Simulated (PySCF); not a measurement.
## Two-component Hartree-Fock for Xe²⁷⁺ (xenon, charge +27)

Start: [Ar] 3d9; 3d3/2 filled at m_j = -3/2, -1/2, +1/2, +3/2; 3d5/2 filled at m_j = -3/2, -1/2, +1/2, +3/2, +5/2. Calculated with PySCF 2.14 in an even-tempered Gaussian basis (17 s from 4 bohr⁻², ratio 2.8; 12 p from 5.2 bohr⁻², ratio 2.8; 8 d from 5.2 bohr⁻², ratio 2.8; 3 f from 22 bohr⁻², ratio 3): generalised Hartree-Fock with the X2C-1e Hamiltonian and a Gaussian nucleus; one run each with spin-orbit coupling (SO) switched off, then screened by Boettger's factors.

```
spinor shell  electrons  ε, spin-free (eV)  ε, screened SO (eV)  weight of nominal j (screened SO)  rms radius, screened SO (bohr)
       1s1/2          2           -35701.0             -35697.2                              1.000                          0.0305
       2s1/2          2            -6451.7              -6450.4                              1.000                           0.124
       2p1/2          2            -5883.6              -6112.2                              1.000                           0.107
       3s1/2          2            -2039.4              -2039.0                              1.000                           0.319
       3p1/2          2            -1850.8              -1900.0                              0.998                           0.310
       3p3/2          4            -1850.8              -1828.5                              0.999                           0.321
       3d3/2          4            -1585.3              -1594.4                              0.980                           0.289
       3d5/2          5            -1585.3              -1578.7                              0.984                           0.292
```

Problem. Where does 2p3/2 lie, and what is the 2p spin-orbit splitting (screened SO)?

Solution. At -5780.6 eV, 331.58 eV above 2p1/2.

| quantity | spin-free | screened SO |
| --- | --- | --- |
| E (hartree) | -7058.18285 | -7060.75155 |
| M_J | 5/2 | 5/2 |
| ⟨J²⟩ | 8.750 | 8.750 |
| ⟨L²⟩ | 6.000 | 6.016 |
| ⟨S²⟩ | 0.750 | 0.765 |

Each row is a mean over spinors that exchange with the open shell spreads, by up to 18.748 eV (3p3/2).

Breit and QED terms are absent; they matter most for the inner s and p1/2 levels.

Densities and radii are taken from the X2C orbitals without a picture-change correction, which distorts them close to the nucleus.

Without spin-orbit coupling the j labels of p, d and f shells carry no meaning; the spin-free column gives the mean over the occupied spinors of each nl shell.
